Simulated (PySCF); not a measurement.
C$_{4}$H$_{9}$BO (SMILES C=CB(C)OC), singlet, geometry from GFN2-xTB, with bond 8-6 at 1.4 times its length; CASSCF(4,3)/STO-3G (PySCF).

The PySCF input:
```python
from pyscf import gto, scf, mcscf, mp
import numpy

mol = gto.M(
    atom='''
B    -0.24400447    0.12783938    0.54934984
C    -0.52987185    0.53995948    2.06163975
H    -1.19283368   -0.17908372    2.53811806
H    -0.99167624    1.51982313    2.13631349
H     0.38579191    0.55289187    2.64851441
C     0.48759341   -1.24129061    0.26111214
C     1.56280886   -1.40664909   -0.49835827
H    -0.05273337   -2.46805111    0.97817419
H     2.05038846   -2.36242075   -0.62364656
H     2.02653941   -0.57985953   -1.01440940
O    -0.66638005    0.98264724   -0.38418883
C    -0.55793402    0.82148016   -1.77504371
H    -0.32118870   -0.20959800   -2.04924059
H    -1.50968121    1.11194919   -2.22578360
H     0.22649876    1.48247128   -2.15250303
''',
    basis='sto-3g',
    verbose=4,
)

mf = scf.RHF(mol)
mf.kernel()
mc = mcscf.CASSCF(mf, 3, 4)
mc.fix_spin_(ss=0.0)
noons, natorbs = mcscf.addons.make_natural_orbitals(mp.MP2(mf).run())
mc.kernel(natorbs)
occ = numpy.linalg.eigvalsh(mc.fcisolver.make_rdm1(mc.ci, mc.ncas, mc.nelecas))[::-1]
ss = mc.fcisolver.spin_square(mc.ci, mc.ncas, mc.nelecas)[0]
print('natural occupations', occ.round(4), ' <S^2>', round(ss, 4))
```

The log (banner, timings and long lists left out):

```
PySCF version 2.14.0

[INPUT] verbose = 4
[INPUT] num. atoms = 15
[INPUT] num. electrons = 46
[INPUT] charge = 0
[INPUT] spin (= nelec alpha-beta = 2S) = 0
[INPUT] symmetry False subgroup None
[INPUT] Mole.unit = angstrom
[INPUT] Symbol           X                Y                Z      unit          X                Y                Z       unit  Magmom
[...]
nuclear repulsion = 216.11406469212
number of shells = 27
number of NR pGTOs = 117
number of NR cGTOs = 39
basis = sto-3g
ecp = {}

******** <class 'pyscf.scf.hf.RHF'> ********
method = RHF
initial guess = minao
damping factor = 0
level_shift factor = 0
DIIS = <class 'pyscf.scf.diis.CDIIS'>
diis_start_cycle = 1
diis_space = 8
diis_damp = 0
SCF conv_tol = 1e-09
SCF conv_tol_grad = None
SCF max_cycles = 50
direct_scf = True
direct_scf_tol = 1e-13
Set gradient conv threshold to 3.16228e-05
Initial guess from minao.
init E= -253.876411636792
[...]
cycle= 1 E= -252.937374180497  delta_E= 0.939  |g|= 0.459  |ddm|= 4.58
[...]
cycle= 2 E= -253.010693044594  delta_E= -0.0733  |g|= 0.162  |ddm|= 0.785
[...]
cycle= 3 E= -253.018592019474  delta_E= -0.0079  |g|= 0.0364  |ddm|= 0.225
[...]
cycle= 4 E= -253.01920704229  delta_E= -0.000615  |g|= 0.00611  |ddm|= 0.0767
[...]
cycle= 5 E= -253.019221737724  delta_E= -1.47e-05  |g|= 0.0022  |ddm|= 0.0104
[...]
cycle= 6 E= -253.019223542244  delta_E= -1.8e-06  |g|= 0.000553  |ddm|= 0.00337
[...]
cycle= 7 E= -253.01922376465  delta_E= -2.22e-07  |g|= 0.000135  |ddm|= 0.00149
[...]
cycle= 8 E= -253.019223774304  delta_E= -9.65e-09  |g|= 3.34e-05  |ddm|= 0.000288
[...]
cycle= 9 E= -253.019223775082  delta_E= -7.78e-10  |g|= 1.02e-05  |ddm|= 8.14e-05
[...]
Extra cycle  E= -253.019223775139  delta_E= -5.64e-11  |g|= 4.19e-06  |ddm|= 1.7e-05
converged SCF energy = -253.019223775139

******** <class 'pyscf.mp.mp2.RMP2'> ********
nocc = 23, nmo = 39
E(RMP2) = -253.338009121204  E_corr = -0.318785346065226
E(SCS-RMP2) = -253.361580731742  E_corr = -0.342356956602869
E_corr(same-spin) = -0.0463678369331568
E_corr(oppo-spin) = -0.272417509132069

******** <class 'pyscf.mcscf.mc1step.CASSCF'> ********
CAS (2e+2e, 3o), ncore = 21, nvir = 15
max_cycle_macro = 50
max_cycle_micro = 4
conv_tol = 1e-07
conv_tol_grad = None
orbital rotation max_stepsize = 0.02
orbital rotation threshold for CI restart = 0.01
augmented hessian ah_max_cycle = 30
augmented hessian ah_conv_tol = 1e-12
augmented hessian ah_linear dependence = 1e-14
augmented hessian ah_level shift = 1e-08
augmented hessian ah_start_tol = 2.5
augmented hessian ah_start_cycle = 3
augmented hessian ah_grad_trust_region = 3
kf_trust_region = 3
kf_interval = 4
ci_response_space = 4
ci_grad_trust_region = 3
with_dep4 0
natorb = False
canonicalization = True
sorting_mo_energy = False
ao2mo_level = 2
internal_rotation = False
******** <class 'pyscf.fci.addons.SpinPenaltyFCISolver'> ********
max. cycles = 50
conv_tol = 1e-08
davidson only = True
linear dependence = 1e-12
level shift = 0.001
max iter space = 12
nroots = 1
pspace_size = 400
spin = None
CASCI E = -253.059970969456  S^2 = 0.0000000
Set conv_tol_grad to 0.000316228
macro iter   1 ( 21 JK    4 micro), CASSCF E = -253.060456231241  dE = -4.85261785e-04  S^2 = 0.0000000
               |grad[o]|=0.0132  |grad[c]|=0.0169  |ddm|=0.00143  |maxRot[o]|=0.0965
macro iter   2 ( 21 JK    4 micro), CASSCF E = -253.060627824588  dE = -1.71593347e-04  S^2 = 0.0000000
               |grad[o]|=0.00779  |grad[c]|=0.0115  |ddm|=0.000987  |maxRot[o]|=0.214
macro iter   3 ( 21 JK    4 micro), CASSCF E = -253.060851467827  dE = -2.23643239e-04  S^2 = 0.0000000
               |grad[o]|=0.00529  |grad[c]|=0.0128  |ddm|=0.00129  |maxRot[o]|=0.224
macro iter   4 ( 21 JK    4 micro), CASSCF E = -253.060910730822  dE = -5.92629952e-05  S^2 = 0.0000000
               |grad[o]|=0.00372  |grad[c]|=0.0115  |ddm|=0.00061  |maxRot[o]|=0.0895
macro iter   5 ( 21 JK    4 micro), CASSCF E = -253.060914532753  dE = -3.80193080e-06  S^2 = 0.0000000
               |grad[o]|=0.00305  |grad[c]|=0.0113  |ddm|=0.000342  |maxRot[o]|=0.074
macro iter   6 ( 17 JK    4 micro), CASSCF E = -253.061010130934  dE = -9.55981805e-05  S^2 = 0.0000000
               |grad[o]|=0.00286  |grad[c]|=0.0176  |ddm|=0.00029  |maxRot[o]|=0.102
macro iter   7 ( 17 JK    4 micro), CASSCF E = -253.061074398891  dE = -6.42679574e-05  S^2 = 0.0000000
               |grad[o]|=0.00262  |grad[c]|=0.0222  |ddm|=0.000232  |maxRot[o]|=0.153
macro iter   8 ( 21 JK    4 micro), CASSCF E = -253.061223381668  dE = -1.48982777e-04  S^2 = 0.0000000
               |grad[o]|=0.00228  |grad[c]|=0.00673  |ddm|=0.000524  |maxRot[o]|=0.136
macro iter   9 ( 21 JK    4 micro), CASSCF E = -253.061297301408  dE = -7.39197396e-05  S^2 = 0.0000000
               |grad[o]|=0.00204  |grad[c]|=0.00342  |ddm|=0.000219  |maxRot[o]|=0.0958
macro iter  10 ( 21 JK    4 micro), CASSCF E = -253.061425276928  dE = -1.27975520e-04  S^2 = 0.0000000
               |grad[o]|=0.0017  |grad[c]|=0.00177  |ddm|=0.000619  |maxRot[o]|=0.122
macro iter  11 (  7 JK    2 micro), CASSCF E = -253.061513152509  dE = -8.78755805e-05  S^2 = 0.0000000
               |grad[o]|=0.00131  |grad[c]|=0.00458  |ddm|=0.000291  |maxRot[o]|=0.0699
macro iter  12 (  7 JK    2 micro), CASSCF E = -253.061583744548  dE = -7.05920395e-05  S^2 = 0.0000000
               |grad[o]|=0.00102  |grad[c]|=0.00491  |ddm|=0.000388  |maxRot[o]|=0.0699
macro iter  13 (  7 JK    2 micro), CASSCF E = -253.061634045753  dE = -5.03012051e-05  S^2 = 0.0000000
               |grad[o]|=0.000735  |grad[c]|=0.00518  |ddm|=0.000483  |maxRot[o]|=0.0699
macro iter  14 (  7 JK    2 micro), CASSCF E = -253.061661857615  dE = -2.78118618e-05  S^2 = 0.0000000
               |grad[o]|=0.000502  |grad[c]|=0.00536  |ddm|=0.000553  |maxRot[o]|=0.0699
macro iter  15 ( 18 JK    4 micro), CASSCF E = -253.061646616420  dE =  1.52411950e-05  S^2 = 0.0000000
               |grad[o]|=0.00035  |grad[c]|=0.000343  |ddm|=0.000706  |maxRot[o]|=0.0598
macro iter  16 ( 21 JK    4 micro), CASSCF E = -253.061659913803  dE = -1.32973833e-05  S^2 = 0.0000000
               |grad[o]|=0.00101  |grad[c]|=0.00103  |ddm|=0.000505  |maxRot[o]|=0.0581
macro iter  17 ( 21 JK    4 micro), CASSCF E = -253.061634057973  dE =  2.58558299e-05  S^2 = 0.0000000
               |grad[o]|=0.000588  |grad[c]|=0.00315  |ddm|=0.000571  |maxRot[o]|=0.125
macro iter  18 ( 22 JK    4 micro), CASSCF E = -253.061643562297  dE = -9.50432332e-06  S^2 = 0.0000000
               |grad[o]|=0.000543  |grad[c]|=0.000274  |ddm|=0.000216  |maxRot[o]|=0.0413
macro iter  19 (  7 JK    2 micro), CASSCF E = -253.061657521930  dE = -1.39596329e-05  S^2 = 0.0000000
               |grad[o]|=0.00033  |grad[c]|=0.000142  |ddm|=0.000263  |maxRot[o]|=0.0284
macro iter  20 (  6 JK    2 micro), CASSCF E = -253.061665952932  dE = -8.43100270e-06  S^2 = 0.0000000
               |grad[o]|=0.000185  |grad[c]|=9.35e-05  |ddm|=0.000341  |maxRot[o]|=0.0318
macro iter  21 (  3 JK    1 micro), CASSCF E = -253.061667287684  dE = -1.33475203e-06  S^2 = 0.0000000
               |grad[o]|=0.000147  |grad[c]|=0.0001  |ddm|=0.000234  |maxRot[o]|=0.016
macro iter  22 (  3 JK    1 micro), CASSCF E = -253.061667325603  dE = -3.79187099e-08  S^2 = 0.0000000
               |grad[o]|=0.000102  |grad[c]|=3.31e-05  |ddm|=8.93e-05  |maxRot[o]|=0.00275
1-step CASSCF converged in  22 macro (331 JK  70 micro) steps
CASSCF canonicalization
Density matrix diagonal elements [1.99852415 1.88557469 0.11590117]
CASSCF energy = -253.061667325603
CASCI E = -253.061667325603  E(CI) = -4.43843084747894  S^2 = 0.0000000
natural occupations [1.9985 1.8856 0.1159]  <S^2> 0.0
```
